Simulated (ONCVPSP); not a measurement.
# u(r) = r·R(r): atom against pseudo-atom (aluminium (Al))

Columns: radius, all-electron u(r) and pseudo u(r) of the 2p shell (level -69.72 eV) of aluminium in the configuration [He] 2s2 2p6 3s2 3p1; LDA (Perdew-Wang 92), scalar-relativistic, ONCV scheme, ONCVPSP 4.0.1.

| r (bohr) | all-electron | pseudo |
| --- | --- | --- |
| 0.057 | 0.1568 | 0.0376 |
| 0.115 | 0.4493 | 0.1473 |
| 0.172 | 0.7274 | 0.3121 |
| 0.230 | 0.9506 | 0.5174 |
| 0.288 | 1.1031 | 0.7363 |
| 0.345 | 1.1907 | 0.9410 |
| 0.402 | 1.2279 | 1.1147 |
| 0.460 | 1.2265 | 1.2445 |
| 0.518 | 1.1962 | 1.3176 |
| 0.575 | 1.1473 | 1.3335 |
| 0.632 | 1.0862 | 1.2999 |
| 0.690 | 1.0166 | 1.2257 |
| 0.747 | 0.9448 | 1.1267 |
| 0.805 | 0.8709 | 1.0127 |
| 0.862 | 0.7995 | 0.8988 |
| 0.920 | 0.7294 | 0.7893 |
| 0.977 | 0.6639 | 0.6936 |
| 1.035 | 0.6012 | 0.6113 |
| 1.092 | 0.5438 | 0.5453 |
| 1.150 | 0.4897 | 0.4897 |
| 1.208 | 0.4401 | 0.4401 |
| 1.265 | 0.3955 | 0.3955 |
| 1.322 | 0.3548 | 0.3548 |
| 1.380 | 0.3173 | 0.3173 |
| 1.438 | 0.2833 | 0.2833 |
| 1.495 | 0.2532 | 0.2532 |

**Question.** How many radial nodes do the two functions have?

**Answer.** The all-electron 2p function has n − l − 1 = 0; the pseudo-wave has 0.

**Question.** At about which radius was the pseudo-wave matched?

**Answer.** 1.15 bohr, where the columns begin to agree (steps of 0.06 bohr).

**Question.** Where does each function peak?

**Answer.** Outermost all-electron maximum near 0.40 bohr, pseudo maximum near 0.57 bohr (to the table’s step).

**Question.** Is the pseudo-wave norm-conserving?

**Answer.** Yes: the ONCV scheme keeps the norm inside the radius equal to the all-electron one, which fixes the energy derivative of the logarithmic derivative at the level.
